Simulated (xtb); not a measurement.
AgF, charge -1, doublet, from a rough starting geometry (GFN-xTB shapes and energies of metal compounds can be far from the true ones) (the multiplicity is a formal guess); GFN2-xTB in xtb.

xtb was given this input:
```
$ xtb mol.xyz --gfn 2 --chrg -1 --uhf 1 --opt vtight --json

# file mol.xyz
2

Ag    -0.46406322    -0.43036309    -0.67645515
F      0.46487226     0.37981294     0.70772863
```

It wrote (shortened):

```
   ID    Z sym.   atoms
    1   47 Ag     1
    2    9 F      2

           -------------------------------------------------
          |                Calculation Setup                |
           -------------------------------------------------

           -------------------------------------------------
          |                 G F N 2 - x T B                 |
           -------------------------------------------------

          ...................................................
          :                      SETUP                      :
          :.................................................:
          :  # basis functions                  14          :
          :  # atomic orbitals                  13          :
          :  # shells                            5          :
          :  # electrons                        19          :
          :  max. iterations                   250          :
          :  Hamiltonian                  GFN2-xTB          :
          :  restarted?                      false          :
          :  GBSA solvation                  false          :
          :  PC potential                    false          :
          :  electronic temp.          300.0000000     K    :
          :  accuracy                    1.0000000          :
          :  -> integral cutoff          0.2500000E+02      :
          :  -> integral neglect         0.1000000E-07      :
          :  -> SCF convergence          0.1000000E-05 Eh   :
          :  -> wf. convergence          0.1000000E-03 e    :
          :  Broyden damping             0.4000000          :
          :  net charge                         -1          :
          :  unpaired electrons                  1          :
          ...................................................

 iter      E             dE          RMSdq      gap      omega  full diag
   1     -8.7297478 -0.872975E+01  0.181E+01    2.92       0.0  T
   2     -8.7688809 -0.391331E-01  0.775E+00    3.48       1.0  T
   3     -8.7700470 -0.116615E-02  0.443E+00    3.73       1.0  T
   4     -8.7709661 -0.919080E-03  0.999E-01    4.05       1.0  T
   5     -8.7710921 -0.125991E-03  0.639E-01    4.10       1.0  T
   6     -8.7711377 -0.456360E-04  0.209E-01    4.18       1.0  T
   7     -8.7711534 -0.156263E-04  0.357E-02    4.17       2.0  T
   8     -8.7711534 -0.394964E-07  0.269E-02    4.16       2.6  T
   9     -8.7711536 -0.157475E-06  0.105E-02    4.17       6.8  T
[...]
         :: total energy              -8.768229147547 Eh    ::
 * total energy  :    -8.7682291 Eh     change       -0.1856293E-11 Eh
 * total energy  :    -8.7751286 Eh     change       -0.6899428E-02 Eh
 * total energy  :    -8.7835857 Eh     change       -0.8457082E-02 Eh
 * total energy  :    -8.7865031 Eh     change       -0.2917422E-02 Eh
 * total energy  :    -8.7871997 Eh     change       -0.6966171E-03 Eh
 * total energy  :    -8.7872383 Eh     change       -0.3857732E-04 Eh
 * total energy  :    -8.7872385 Eh     change       -0.2071484E-06 Eh
 * total energy  :    -8.7872385 Eh     change       -0.5752643E-07 Eh
   *** GEOMETRY OPTIMIZATION CONVERGED AFTER 8 ITERATIONS ***
         :: total energy              -8.787238538446 Eh    ::
[...]
         7        2.0000           -0.0929520              -2.5294
         8        2.0000           -0.0929520              -2.5294
         9        2.0000           -0.0923117              -2.5119
        10        1.0000           -0.0606828              -1.6513 (HOMO)
        11                          0.1072568               2.9186 (LUMO)
        12                          0.1072568               2.9186
        13                          0.2742092               7.4616
      -------------------------------------------------------------
                  HL-Gap            0.1679396 Eh            4.5699 eV
             Fermi-level           -0.0263901 Eh           -0.7181 eV

     #   Z          covCN         q      C6AA      α(0)
     1  47 Ag       0.370    -0.364   421.928    51.676
     2   9 F        0.370    -0.636    17.195     4.856

 Mol. C6AA /au·bohr⁶  :        584.703325
 Mol. C8AA /au·bohr⁸  :      43466.539149
 Mol. α(0) /au        :         56.531323

Wiberg/Mayer (AO) data.
largest (>0.10) Wiberg bond orders for each atom

 ---------------------------------------------------------------------------
     #   Z sym  total        # sym  WBO       # sym  WBO       # sym  WBO
 ---------------------------------------------------------------------------
     1  47 Ag   0.642 --     2 F    0.642
     2   9 F    0.642 --     1 Ag   0.642
 ---------------------------------------------------------------------------

Topologies differ in total number of bonds
Writing topology from bond orders to xtbtopo.mol

molecular dipole:
                 x           y           z       tot (Debye)
 q only:       -0.306      -0.218      -0.484
   full:       -0.159      -0.091      -0.266       0.821
molecular quadrupole (traceless):
                xx          xy          yy          xz          yz          zz
 q only:        0.622      -1.633       1.111      -2.840      -2.442      -1.733
  q+dip:        0.850      -2.250       1.487      -3.871      -3.357      -2.336
   full:        1.099      -2.915       1.918      -5.006      -4.347      -3.017

optimized geometry written to: xtbopt.xyz

           -------------------------------------------------
          | TOTAL ENERGY               -8.787238538446 Eh   |
          | GRADIENT NORM               0.000000142041 Eh/α |
          | HOMO-LUMO GAP               4.569869907859 eV   |
           -------------------------------------------------

normal termination of xtb
```
